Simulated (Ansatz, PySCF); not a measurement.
Molecule: C₆H₅, charge 0, multiplicity 2. It need not be the lowest isomer of its formula. SMILES: [CH2]C#CC#CC
Coordinates optimised at B3LYP-D3(BJ)/def2-TZVP (Ansatz, a program for electronic structure):
```xyz
11

C      1.9189    -2.2549     1.5672
C      1.1479    -1.3490     0.9374
C      0.4388    -0.5160     0.3584
C     -0.3297     0.3869    -0.2694
C     -1.0266     1.2052    -0.8392
C     -1.8557     2.1814    -1.5154
H      2.6108    -2.8796     1.0163
H      1.8674    -2.3827     2.6413
H     -1.8102     2.0527    -2.5996
H     -2.9005     2.0886    -1.2078
H     -1.5294     3.1989    -1.2838
```
Charge 0, spin multiplicity 2.

Property: atomisation energy (electronic, to ground-state atoms), in kcal/mol. Valence correlation only, unless marked. UHF or UKS for open shells. No spin-orbit coupling. Non-relativistic. The coupled-cluster limit lacks core correlation, which all-electron functionals hold. Basis-set limits of correlation are two-point, X^-3; Hartree-Fock from the larger set. The bracket is a focal-point correction in the basis named.

| level | program | atomisation energy (kcal/mol) | minus last row |
|---|---|---|---|
| HF/cc-pVDZ | Ansatz | 871.2 | -322.2 |
| HF/cc-pVQZ | Ansatz | 890.9 | -302.5 |
| HF-D3(BJ)/def2-TZVPD | PySCF + dftd3 | 928.4 | -265.0 |
| SVWN5/def2-TZVPD | Ansatz | 1397.9 | 204.5 |
| PBE-D3(BJ)/def2-TZVPD | Ansatz + dftd3 | 1257.5 | 64.1 |
| BLYP/def2-TZVPD | Ansatz | 1207.6 | 14.2 |
| B3LYP/def2-TZVPD | Ansatz | 1203.5 | 10.1 |
| PBE0/6-31G* | Ansatz | 1219.6 | 26.2 |
| TPSSh-D4/def2-TZVPD | PySCF + dftd4 | 1212.3 | 18.9 |
| CAM-B3LYP-D3(BJ)/def2-TZVPD | Ansatz + dftd3 | 1208.0 | 14.6 |
| B2GP-PLYP-D3(BJ)/def2-TZVPD | Ansatz + dftd3 | 1192.5 | -0.9 |
| B2GP-PLYP/def2-TZVPD | Ansatz | 1189.7 | -3.7 |
| PBE-QIDH/def2-TZVPD | Ansatz | 1201.3 | 7.9 |
| MP2/cc-pVDZ | Ansatz | 1112.7 | -80.7 |
| MP2/cc-pVTZ | Ansatz | 1174.6 | -18.8 |
| SCS-MP2/cc-pVTZ | Ansatz | 1156.1 | -37.3 |
| CCSD/6-31G* | Ansatz | 1090.6 | -102.8 |
| CCSD(T)/6-31G | Ansatz | 1053.8 | -139.6 |
| CCSD(T)/6-31G* | Ansatz | 1108.2 | -85.2 |
| CCSD(T)/cc-pVDZ | Ansatz | 1101.0 | -92.4 |
| RI-MP2/CBS(cc-pVTZ,cc-pVQZ)+[CCSD(T)-MP2]/cc-pVTZ | Ansatz | 1193.4 | 0.0 |

The UHF reference is spin-contaminated (<S^2> 0.64 over the pure value in the largest basis). The T1 diagnostic of CCSD in the largest basis is 0.046, which is high, so the coupled-cluster rows are less sure than usual.
